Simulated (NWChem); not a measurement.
CH4F2Si; SMILES FC(F)[SiH3]

All runs: NWChem. Structure relaxed at the PBE0/def2-SVP level.

Question: What does the run give for B3LYP/def2-SVP? Quantities: highest occupied level (eV); orbital gap (eV); dipole (D).

Answer: 
```json
{
  "highest occupied level (eV)": "-8.28",
  "orbital gap (eV)": "8.87",
  "dipole (D)": "1.70"
}
```
